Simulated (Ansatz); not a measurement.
Consider the atomization: `Cl[SiH]1CCO1` → 2 C• + Cl• + 5 H• + O• + Si•.

Computed with Ansatz on PBE0-D4/def2-TZVP structures; ΔE is electronic, products minus reactants. CCSD(T)/CBS is the MP2 limit (def2-TZVPP, def2-QZVPP) plus CCSD(T) − MP2 in def2-TZVPP, frozen cores. This one scheme is used for every species, atoms too. DFT in def2-TZVPP. B3LYP here is the variant with VWN-RPA as its local correlation; programs differ in this. No spin–orbit coupling; open shells (•) take unrestricted orbitals. Spin–orbit coupling would lower the free atoms: a little for C, Cl, O, Si.

`Cl[SiH]1CCO1`:

```xyz
10

Cl    2.442    0.096    1.474
Si    1.193    0.063   -0.150
C    -0.507    0.783    0.092
C    -0.932   -0.694   -0.069
O     0.343   -1.346   -0.318
H     2.042    0.419   -1.309
H    -0.730    1.219    1.064
H    -0.871    1.440   -0.697
H    -1.594   -0.867   -0.920
H    -1.385   -1.115    0.831
```

Task: What is ΔE at CCSD(T)/CBS? (Best estimate.)

Result: The calculation gave: +3865.7 kJ/mol.

Task: What do these levels give: r2SCAN-D4, PBE0-D4, B3LYP-D4, ωB97X-V, r2SCAN, B3LYP, HF/def2-TZVPP, CCSD/def2-TZVPP, HF/def2-QZVPP, MP2/def2-QZVPP, SCS-MP2/def2-QZVPP, HF/CBS(def2)? (An estimate is asked.)

Result: Computed: r2SCAN-D4 3878.6, PBE0-D4 3873.6, B3LYP-D4 3840.2, ωB97X-V 3881.0, r2SCAN 3873.0, B3LYP 3802.7, HF/def2-TZVPP 2828.3, CCSD/def2-TZVPP 3699.6, HF/def2-QZVPP 2834.7, MP2/def2-QZVPP 3909.1, SCS-MP2/def2-QZVPP 3881.4, HF/CBS(def2) 2835.7 kJ/mol.

Largest T1 diagnostic among the species: 0.012.

The D4 term adds +37.5 kJ/mol with B3LYP and +19.5 kJ/mol with PBE0; it sums over pairs of atoms, weighted by their polarisabilities, and B3LYP, whose exchange is more repulsive, gets the larger term. From PBE to PBE0 (25 % exact exchange), in def2-TZVPP and without D4, ΔE moves by −57.3 kJ/mol: exact exchange takes away binding that semilocal exchange gives to molecules.

For atomizations the MP2-based limit and the directly extrapolated one differ by several kJ/mol either way, and by 10 to 25 for some Ge, Se and Sn compounds, so smaller differences from it don't rank the levels.
